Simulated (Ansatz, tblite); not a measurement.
Removing an electron: TaS3⁻. Total charge -1; singlet. Geometry: PBE-D4/def2-SVPD. Ansatz, gas phase; energy differences of separate SCF runs; the oxidised species was run as a doublet alone.

Cartesian coordinates in Å:
```
Ta -0.274 -0.429 -0.142
S -1.242 1.363 -1.069
S 1.827 -0.659 -0.880
S -0.311 -0.276 2.091
```

In the def2 sets Ta takes a core potential; there is no spin–orbit coupling. The xTB rows come from tblite. The structure comes from a short search, and lower isomers may exist.

```csv
level,−HOMO (eV),vertical IE (eV),−LUMO (eV),HOMO–LUMO gap (eV)
GFN1-xTB,5.49,8.30,4.35,1.14
GFN2-xTB,5.96,8.61,5.37,0.59
PBE-D4/def2-TZVPD,1.00,3.46,0.20,0.80
r2SCAN-D4/def2-TZVPD,1.21,3.57,0.03,1.17
PBE0-D4/def2-TZVPD,2.02,3.69,-0.50,2.52
```

 Raw xTB energy differences between charge states are shifted by several eV; the methods need an empirical correction for them.
